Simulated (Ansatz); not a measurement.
Mg2-, multiplicity 2 (lowest of 2S+1 = 2, 4 at CCSD(T)/def2-TZVPP on PBE0 minima; our sources give no spin for the ground state, which may be another), most abundant isotopes (23.9850 and 23.9850 u). Constants from fifth-degree fits in 1/R to seven points on the lowest solution found; no spin–orbit coupling, no relativity up to Kr; ω_e x_e and α_e move by some per cent with the fit.

Correlated levels freeze the inner cores; with def2 sets outer-core shells near the valence are correlated too.

The values were computed with Ansatz (Gaussian orbitals). 

```csv
level,r_e (Å),ω_e (cm⁻¹),ω_e x_e (cm⁻¹),α_e (cm⁻¹)
PBE/def2-TZVPP,3.1157,160.8,1.79,0.00193
CCSD(T)/def2-QZVPP,3.1638,150.9,1.97,0.00207
```

### Question
Derive the rotational constants, the centrifugal constant, the fundamental, the zero-point energy and the force constant.

### Answer

μ = 11.99252 u.
- PBE/def2-TZVPP: B_e = 16.8576/(μ r_e²) = 0.14480 cm⁻¹; B₀ = B_e − α_e/2 = 0.14384 cm⁻¹; D = 4B_e³/ω_e² = 4.70e-07 cm⁻¹; fundamental ω_e − 2ω_e x_e = 157 cm⁻¹; zero-point energy ω_e/2 − ω_e x_e/4 = 80 cm⁻¹; k = μ(2πcω_e)² = 18.3 N/m
- CCSD(T)/def2-QZVPP: B_e = 16.8576/(μ r_e²) = 0.14043 cm⁻¹; B₀ = B_e − α_e/2 = 0.13939 cm⁻¹; D = 4B_e³/ω_e² = 4.86e-07 cm⁻¹; fundamental ω_e − 2ω_e x_e = 147 cm⁻¹; zero-point energy ω_e/2 − ω_e x_e/4 = 75 cm⁻¹; k = μ(2πcω_e)² = 16.1 N/m

Ansatz is a program for electronic structure.
